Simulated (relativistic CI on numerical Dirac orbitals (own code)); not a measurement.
# Pr13+: q coefficients and field-shift factors

Calculated at this level of theory: Dirac-Coulomb-Breit CI, separate exchange-only KLI orbitals for each configuration, derivatives by finite differences, unscaled Slater integrals, QED left out (own radial code, finite nucleus).

Configuration list (outside the closed core [Ar] 3d10 4s2): 4p6.4d10, 4p6.4d9.4f, 4p6.4d9.5s, 4p5.4d10.4f, 4p6.4d9.5p. Double excitations out of closed p, d and f shells are left out; levels of such configurations are missing from the list, as are those of other unlisted configurations, and high levels can miss mixing partners.

With x = (α/α₀)² − 1 an excitation energy changes as ω = ω₀ + qx; K = 2q/ω₀ is the relative enhancement. Terms are leading LS components, so labels can repeat. The field-shift factor is F = δν/δ⟨r²⟩ for the transition from the lowest level.

Lowest level 4p6.4d10 1S_0.

| Level | ω₀ (cm⁻¹) | q (cm⁻¹) | K | F (GHz/fm²) |
| --- | --- | --- | --- | --- |
| 4p6.4d9.4f 3P°_0 | 901352 | -8324 | -0.0185 | 6.53 |
| 4p6.4d9.5s 3D_3 | 902465 | -106200 | -0.235 | 96 |
| 4p6.4d9.4f 3P°_1 | 906651 | -4584 | -0.0101 | 6.61 |
| 4p6.4d9.5s 3D_2 | 907375 | -104800 | -0.231 | 95.4 |
| 4p6.4d9.4f 3P°_2 | 917438 | 2400 | 0.00523 | 6.77 |
| 4p6.4d9.4f 3H°_6 | 931117 | -5536 | -0.0119 | 6.76 |
| 4p6.4d9.5s 3D_1 | 933915 | -74920 | -0.16 | 96.5 |
| 4p6.4d9.4f 3H°_5 | 934770 | -6450 | -0.0138 | 6.71 |
| 4p6.4d9.5s 1D_2 | 938191 | -74940 | -0.16 | 95.7 |
| 4p6.4d9.4f 3F°_2 | 947089 | -8023 | -0.0169 | 6.76 |
| 4p6.4d9.4f 3F°_3 | 948239 | -7741 | -0.0163 | 6.78 |
| 4p6.4d9.4f 3H°_4 | 949021 | 3494 | 0.00736 | 6.88 |
| 4p6.4d9.4f 3F°_4 | 952996 | -4089 | -0.00858 | 6.88 |
| 4p6.4d9.4f 3D°_1 | 959810 | 5611 | 0.0117 | 6.97 |
| 4p6.4d9.4f 3G°_5 | 961581 | -1856 | -0.00386 | 6.94 |
| 4p6.4d9.4f 3D°_3 | 965816 | 1839 | 0.00381 | 6.99 |
| 4p6.4d9.4f 3D°_2 | 966548 | 16120 | 0.0334 | 7.15 |
| 4p6.4d9.4f 1G°_4 | 972697 | 8316 | 0.0171 | 7.05 |
| 4p6.4d9.4f 3F°_2 | 977480 | 21920 | 0.0448 | 7.23 |
| 4p6.4d9.4f 3G°_5 | 980008 | 18280 | 0.0373 | 7.25 |
| 4p6.4d9.4f 3G°_3 | 989691 | 20600 | 0.0416 | 7.3 |
| 4p6.4d9.4f 3G°_4 | 994732 | 23740 | 0.0477 | 7.38 |
| 4p6.4d9.4f 1F°_3 | 1007030 | 16660 | 0.0331 | 7.31 |

At this charge energies of transitions that change n are usually good to better than 1 %, and those within a shell (Δn = 0) to a few per cent. Levels and lines within the n = 5 or 6 shells can be off by up to 10 % or somewhat more, and those that change n by about 2 %, since core polarisation is missing.
